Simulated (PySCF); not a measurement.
Where the electron goes

Species: C7H6F (charge +1).
SMILES with atom numbers: `[CH2+:1][c:2]1[cH:3][cH:4][cH:5][cH:6][c:7]1[F:8]` (hydrogens: H9, H10 on C1; H11 on C3; H12 on C4; H13 on C5; H14 on C6)

Theory: PySCF, TDDFT B3LYP/def2-SVPD, vertical, gas phase, core orbitals frozen in the response. Geometry: GFN2-xTB; no solvent, vibrations or thermal averaging.

Frontier orbitals with the atoms that hold most of them (Löwdin shares over 4%, at most four atoms; ? is withheld):

| orbital | ε (eV) | atoms |
| --- | --- | --- |
| HOMO-3 | -15.66 | C4 22%, C5 14%, H12 13%, C3 11% |
| HOMO-2 | -15.18 | F8 13%, C7 12%, C2 11%, C3 11% |
| HOMO-1 | -13.83 | ? |
| HOMO | ? | C4 21%, C3 20%, C6 18%, C7 16% |
| LUMO | -9.21 | ? |
| LUMO+1 | -5.78 | C6 22%, C3 20%, C7 16%, C4 15% |
| LUMO+2 | -5.24 | C2 21%, C5 18%, C1 16%, C4 15% |

**Question.** Which atoms hold the LUMO, and with what shares?

**Answer.** C1 (bonded to C and 2 H) 32%; C5 (bonded to 2 C and H) 16%; C7 (bonded to 2 C and F) 12%; C3 (bonded to 2 C and H) 10%.

**Question.** Give the leading atoms of the HOMO-1.

**Answer.** C2 (bonded to 3 C) 21%; C5 (bonded to 2 C and H) 21%; C1 (bonded to C and 2 H) 19%; C6 (bonded to 2 C and H) 14%.

**Question.** What is the HOMO energy, and the HOMO–LUMO gap?

**Answer.** ε(HOMO) = -12.65 eV; the gap is 3.44 eV (0.1263 hartree).

**Question.** How does S1 compare with the orbital gap of 3.44 eV?

**Answer.** S1 is at 2.84 eV (f = 0.029), 0.60 eV below the gap, made of HOMO→LUMO (98%). Without the coupling terms of the response equations the lowest excitation would equal the gap.

**Question.** One configuration dominates each of S1, S2 and S3. Which, and how do the shares of the two leading atoms of either orbital change from the occupied to the empty one?

**Answer.** 
- S1 (2.84 eV, f 0.029), HOMO→LUMO (98%): C4 21% → at most 11%, C3 20% → 10%, C1 at most 16% → 32%, C5 at most 16% → 16%
- S2 (4.73 eV, f 0.0001), HOMO-2→LUMO (99%): F8 13% → at most 11%, C7 12% → 12%, C1 at most 11% → 32%, C5 at most 11% → 16%
- S3 (4.78 eV, f 0.308), HOMO-1→LUMO (91%): C2 21% → at most 11%, C5 21% → 16%, C1 19% → 32%
